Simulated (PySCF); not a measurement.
# Correlation energy of S⁺ (sulfur, charge +1)

[Ne] 3s1 3p4, high-spin 4P determinant (an excited configuration). All numbers are calculated (PySCF 2.14, the spin-free X2C one-electron Hamiltonian (Gaussian nucleus), in dyall-acv3z (19s12p6d4f, 113 functions)). Frozen: 1s2; 13 electrons correlated; the 15 highest virtual orbitals of each spin left out.

MP2 pair energies summed by pair of shells (mhartree):

```json
{"pair": "2p-2p", "energy": "-186.29", "share (%)": "46.8"}
{"pair": "3p-3p", "energy": "-81.23", "share (%)": "20.4"}
{"pair": "2s-2p", "energy": "-59.73", "share (%)": "15.0"}
{"pair": "2p-3p", "energy": "-34.36", "share (%)": "8.6"}
{"pair": "3s-3p", "energy": "-11.64", "share (%)": "2.9"}
{"pair": "2s-2s", "energy": "-10.05", "share (%)": "2.5"}
{"pair": "2p-3s", "energy": "-7.77", "share (%)": "2.0"}
{"pair": "2s-3p", "energy": "-5.85", "share (%)": "1.5"}
{"pair": "2s-3s", "energy": "-1.52", "share (%)": "0.4"}
```

Total MP2 correlation energy: -398.45 mhartree.

Same-spin part -109.28 and opposite-spin part -289.16 mhartree; SCS-MP2 scales them by 1/3 and 6/5 to -383.42 mhartree.
